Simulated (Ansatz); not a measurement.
`O=CC[SiH3]` and `O=CC[SiH2]O` differ in one atom or group.

Ansatz, PBE0-D4/def2-TZVP geometries, multiplicity 1. Each molecule was computed in one conformer, which needn't be the lowest.

```
                                      property  `O=CC[SiH3]`
           HOMO–LUMO gap (PBE/def2-TZVPP) / eV          4.02
size of the dipole moment (PBE/def2-TZVPP) / D          2.61
            HOMO energy (PBE0/def2-TZVPP) / eV         -7.70
         LUMO energy (ωB97M-V/def2-TZVPP) / eV          1.46
         HOMO–LUMO gap (B3LYP/def2-TZVPP) / eV          6.32
             HOMO energy (PBE/def2-TZVPP) / eV         -6.12
```

Give the same properties after the change, and the shifts. (Estimate.)

Computed: 
```
                                      property  `O=CC[SiH2]O`  shift
           HOMO–LUMO gap (PBE/def2-TZVPP) / eV           3.90  -0.12
size of the dipole moment (PBE/def2-TZVPP) / D           2.63   0.02
            HOMO energy (PBE0/def2-TZVPP) / eV          -7.79  -0.09
         LUMO energy (ωB97M-V/def2-TZVPP) / eV           1.03  -0.43
         HOMO–LUMO gap (B3LYP/def2-TZVPP) / eV           6.10  -0.22
             HOMO energy (PBE/def2-TZVPP) / eV          -6.20  -0.08
```

With PBE0 the HOMO falls by 0.09 eV and the LUMO falls by 0.32 eV, so the gap narrows by about 0.23 eV. PBE moves the HOMO by -0.08 eV and ωB97M-V by -0.07 eV. Dipoles are sizes alone; their direction can turn.

B3LYP here is the variant with VWN-RPA as its local correlation; programs differ in this.
